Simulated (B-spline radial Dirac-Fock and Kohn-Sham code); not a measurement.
**Sr⁺: non-radiative channels of the L1 vacancy**

System: the Sr⁺ ion, 1s2 2s2 2p6 3s2 3p6 3d10 4s2 4p6 5s1.

Input file task.json (cfg lists n, l and occupation; rrms is the nuclear radius in fm):

```json
{"items": [{
  "Z": 38,
  "q": 1,
  "cfg": [[1, 0, 2], [2, 0, 2], [2, 1, 6], [3, 0, 2], [3, 1, 6], [3, 2, 10], [4, 0, 2], [4, 1, 6], [5, 0, 1]],
  "A": 88,
  "rrms": 4.224,
  "do": ["binding", "quiet", "decay"],
  "holes": ["K", "L1", "L2", "L3", "M1", "M2", "M3", "M4", "M5", "N1", "N2", "N3"]
}]}
```

Command: `python xray_run.py task.json out`

Model: independent-particle radiative and Coulomb Auger rates from relativistic LDA hole-state orbitals, with Dirac-Fock energies. Program: a B-spline atomic structure program. Kinetic energies are configuration averages from the vacuum level; the two-hole energies are estimated from single-hole states.

```csv
transition,kinetic energy (eV),width (meV),share (%)
L1-L2M4,27.22,425,6.7
L1-L2M5,27.44,662,10.4
L1-L3M4,92.84,1560,24.4
L1-L3M5,95.80,2240,35.0
L1-L2N1,–,106,1.7
L1-L2N2,163.1,60.9,1.0
L1-L2N3,164.2,82.5,1.3
L1-L3N1,–,174,2.7
L1-L3N2,230.1,67.6,1.1
L1-L3N3,231.6,142,2.2
L1-M1M1,1452.1,33.3,0.5
L1-M1M2,1535.3,64.2,1.0
L1-M1M3,1546.2,123,1.9
L1-M1M4,1680.6,90.8,1.4
L1-M1M5,1682.5,132,2.1
L1-M2M5,1760.0,30.3,0.5
L1-M3M4,1769.4,27.3,0.4
L1-M3M5,1773.0,19.6,0.3
L1-M4M5,1907.8,176,2.7
L1-M5M5,1910.0,48.8,0.8
```

A dash stands for an energy that rests on an unreliable hole state.

Coster-Kronig rates are the weakest part of this model and often come out 1.5 to 2.5 times too large. The listed channels hold 98 % of the non-radiative rate. Summed by principal shells, of 6.40 eV in all: LLM 76.4 %, LMM 11.8 %, LLN 9.9 %, LMN 1.4 %, LLO 0.3 %.

Values without a named source are computed, but for edge energies of neutral atoms, which are taken from tables.
